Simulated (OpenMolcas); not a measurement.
**OpenMolcas run: I+**

Input:

```
&GATEWAY
Coord
1

I 0.0 0.0 0.0
Basis=ANO-RCC-VDZP
Group=XYZ
NoMove
AngMom=0.0 0.0 0.0
AMFI
&SEWARD
* reference wave functions (RASSCF and RASSI steps not shown): 4 electrons in 3 orbitals (5p)
>>> COPY JOB001 $Project.JobIph
&CASPT2
Multistate=3 1 2 3
Frozen=9 9
IPEA=0.25
Imaginary=0.1
MaxIter=60
WThr=0.0 0.3 0.05
PrWF=0.5
NoMix
>>> COPY JOB002 $Project.JobIph
&CASPT2
Multistate=6 1 2 3 4 5 6
Frozen=9 9
IPEA=0.25
Imaginary=0.1
MaxIter=60
WThr=0.0 0.3 0.05
PrWF=0.5
NoMix
```

Output, cut to the results:

```
--- CASPT2 ---
Orbital specifications:
      -----------------------

      Symmetry species                           1   2
                                                ag  au
      Frozen orbitals                            9   9
      Inactive orbitals                          6   0
      Active orbitals                            0   3
      Secondary orbitals                         6  10
      Deleted orbitals                           0   0
      Number of basis functions                 21  22
Type of calculation                        MS-CASPT2
      Fock operator                              state-specific
      IPEA shift                                 0.25
      Real shift                                 0.00
      Imaginary shift                            0.10
      The input orbitals will be transformed to quasi-canonical
Reference energy:       -7110.5015861322
      E2 (Non-variational):      -0.4102923446
      Shift correction:          -0.0002305747
      E2 (Variational):          -0.4105229193
      Total energy:           -7110.9121090515
      Residual norm:              0.0000000745
      Reference weight:           0.92580
      Contributions to the CASPT2 correlation energy
      Active & Virtual Only:         -0.0304569747
      One Inactive Excited:          -0.0908382731
      Two Inactive Excited:          -0.2889970968
Reference energy:       -7110.5015861318
      E2 (Non-variational):      -0.4102923446
      Shift correction:          -0.0002305747
      E2 (Variational):          -0.4105229193
      Total energy:           -7110.9121090511
      Residual norm:              0.0000000745
      Reference weight:           0.92580
      Contributions to the CASPT2 correlation energy
      Active & Virtual Only:         -0.0304569747
      One Inactive Excited:          -0.0908382731
      Two Inactive Excited:          -0.2889970968
::    CASPT2 Root  1     Total energy:  -7110.91210905
::    CASPT2 Root  2     Total energy:  -7110.91210905
::    CASPT2 Root  3     Total energy:  -7110.91210905
::    MS-CASPT2 Root  1     Total energy:  -7110.91210905
::    MS-CASPT2 Root  2     Total energy:  -7110.91210905
::    MS-CASPT2 Root  3     Total energy:  -7110.91210905
--- CASPT2 ---
Orbital specifications:
      -----------------------

      Symmetry species                           1   2
                                                ag  au
      Frozen orbitals                            9   9
      Inactive orbitals                          6   0
      Active orbitals                            0   3
      Secondary orbitals                         6  10
      Deleted orbitals                           0   0
      Number of basis functions                 21  22
Type of calculation                        MS-CASPT2
      Fock operator                              state-specific
      IPEA shift                                 0.25
      Real shift                                 0.00
      Imaginary shift                            0.10
      The input orbitals will be transformed to quasi-canonical
Reference energy:       -7110.4525398932
      E2 (Non-variational):      -0.4146352537
      Shift correction:          -0.0002538499
      E2 (Variational):          -0.4148891035
      Total energy:           -7110.8674289967
      Residual norm:              0.0000000346
      Reference weight:           0.92291
      Contributions to the CASPT2 correlation energy
      Active & Virtual Only:         -0.0317057306
      One Inactive Excited:          -0.0931922406
      Two Inactive Excited:          -0.2897372825
Reference energy:       -7110.4525398932
      E2 (Non-variational):      -0.4146351132
      Shift correction:          -0.0002538496
      E2 (Variational):          -0.4148889628
      Total energy:           -7110.8674288559
      Residual norm:              0.0000000346
      Reference weight:           0.92291
      Contributions to the CASPT2 correlation energy
      Active & Virtual Only:         -0.0317055964
      One Inactive Excited:          -0.0931922324
      Two Inactive Excited:          -0.2897372845
::    CASPT2 Root  1     Total energy:  -7110.86742900
::    CASPT2 Root  2     Total energy:  -7110.86742886
::    CASPT2 Root  3     Total energy:  -7110.86743606
::    CASPT2 Root  4     Total energy:  -7110.86742815
::    CASPT2 Root  5     Total energy:  -7110.86694603
::    CASPT2 Root  6     Total energy:  -7110.80408282
::    MS-CASPT2 Root  1     Total energy:  -7110.86744991
::    MS-CASPT2 Root  2     Total energy:  -7110.86743605
::    MS-CASPT2 Root  3     Total energy:  -7110.86742900
::    MS-CASPT2 Root  4     Total energy:  -7110.86740798
::    MS-CASPT2 Root  5     Total energy:  -7110.86701895
::    MS-CASPT2 Root  6     Total energy:  -7110.80400902
```

Levels above the lowest, from the spin-orbit matrix with the single-state CASPT2 energies, averaged by term, on its diagonal:

```csv
Configuration,Term,J,E (cm⁻¹),Measured (cm⁻¹),g,Term weight %
5s² 5p⁴,³P,2,0.0,0.0,1.464,92
5s² 5p⁴,³P,0,6540,6448,,88
5s² 5p⁴,³P,1,6660,7087,1.501,100
5s² 5p⁴,¹D,2,14830,13727,1.038,92
5s² 5p⁴,¹S,0,30500,29501,,88
```

Against the 4 measured excited levels shown (NIST Handbook of Basic Atomic Spectroscopic Data) the mean absolute deviation is 650 cm-1; the largest miss in energy is 5s² 5p⁴ ¹D₂: computed 14830, measured 13727 cm⁻¹ (+8.0 %).

CASPT2 breaks the degeneracy within a term, and the mean is taken; among the terms shown or strongly mixed into the levels shown the widest spread is 110 cm-1 (5s² 5p⁴ ¹D). With the s shell closed, the reference lacks s² → p² mixing. Measured partners are found by configuration, term and J. A level has none where our copy of the source lacks it or the pairing is in doubt (some pairs that miss far off the trend of their configuration count as doubtful), and it then counts in no deviation. Only configurations of the active space appear.

The term weight is that of the spin-free term in the level, not the purity of its configuration.
